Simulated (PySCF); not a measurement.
# RbF: everyday levels beside a composite calculation

PySCF; the state is a singlet (closed shell). The composite is CCSD(T) extrapolated to the basis-set limit from two correlation-consistent sets, with core-valence (CV) and scalar-relativistic (SR) terms as its label shows; it has no spin–orbit coupling and nothing beyond (T). Here it is CCSD(T)/CBS(DT)+CV. It gives Re = 2.278 Å, ωe = 378 cm⁻¹ and De = 5.09 eV to Rb + F.

```csv
level,basis,relativity,Re (Å),ωe (cm⁻¹),De (eV)
RHF,def2-SVP,scalar-relativistic core potentials,2.328,394,2.64
RHF,def2-SVPD,scalar-relativistic core potentials,2.376,358,3.12
RHF,def2-TZVPP,scalar-relativistic core potentials,2.360,365,2.87
RHF-SCS-MP2,def2-TZVPP,scalar-relativistic core potentials,2.352,366,4.74
RHF-CCSD(T),def2-SVP,scalar-relativistic core potentials,2.322,399,3.95
r²SCAN,def2-SVPD,scalar-relativistic core potentials,2.364,356,4.96
B3LYP,def2-SVPD,scalar-relativistic core potentials,2.370,352,4.88
PBE0,def2-SVPD,scalar-relativistic core potentials,2.353,360,4.80
CAM-B3LYP,def2-SVPD,scalar-relativistic core potentials,2.360,360,5.01
B2PLYP,def2-TZVPP,scalar-relativistic core potentials,2.346,366,4.72
```

**Question.** Give the difference of each row from the composite.

**Answer.** 

| level | basis | ΔRe (pm) | Δωe (%) | ΔDe (eV) |
| --- | --- | --- | --- | --- |
| RHF | def2-SVP | +5.0 | +4.2 | -2.45 |
| RHF | def2-SVPD | +9.8 | -5.3 | -1.97 |
| RHF | def2-TZVPP | +8.2 | -3.4 | -2.22 |
| RHF-SCS-MP2 | def2-TZVPP | +7.4 | -3.2 | -0.35 |
| RHF-CCSD(T) | def2-SVP | +4.4 | +5.6 | -1.14 |
| r²SCAN | def2-SVPD | +8.6 | -5.8 | -0.13 |
| B3LYP | def2-SVPD | +9.2 | -6.9 | -0.21 |
| PBE0 | def2-SVPD | +7.5 | -4.8 | -0.29 |
| CAM-B3LYP | def2-SVPD | +8.2 | -4.8 | -0.08 |
| B2PLYP | def2-TZVPP | +6.8 | -3.2 | -0.37 |

**Question.** Which rows come closest in De?

**Answer.** CAM-B3LYP in def2-SVPD (-0.08 eV), counted from the composite.

Correlated steps freeze the inner cores (1 to 15 orbitals); shallow outer-core shells are correlated. Correlated levels converge slowly with the basis: in double zeta they bind strong bonds too weakly, by up to about 1 eV, and carry superposition errors of some tenths. Where the molecule has an RHF reference, its open-shell atoms are computed with UHF. B2PLYP dipoles, levels and charges come from its SCF part alone.
